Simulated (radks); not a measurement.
The nuclear charge of neutral ytterbium is varied continuously with 70 electrons held in [Xe] 4f14 6s2. All-electron calculation, Dirac Kohn-Sham, PBE, spin-unpolarised, spherical densities, finite nucleus; Fermi nuclear charge, rms radius 5.3108 fm. Program: a radial shooting solver on a logarithmic mesh with Libxc functionals. By the Hellmann-Feynman theorem dE/dZ = E(electron-nucleus)/Z, the electronic potential at the nucleus (averaged over a nucleus of fixed radius).

Z     E (hartree)  E(electron-nucleus)/Z (hartree)   HOMO  e(HOMO) (eV)  <r> HOMO (bohr)
70    -14074.2834                         -499.248  4f7/2        -2.446           0.8042
70.2  -14174.3535                         -501.453  4f7/2        -5.120           0.7849
70.4  -14274.8643                         -503.656  6s1/2        -6.536            3.613
70.6  -14375.8159                         -505.859  6s1/2        -7.966            3.485
70.8  -14477.2081                         -508.063  6s1/2        -9.471            3.370
71    -14579.0411                         -510.267  6s1/2       -11.044            3.267

 No converged solution with all levels bound was reached at Z = 69.8.
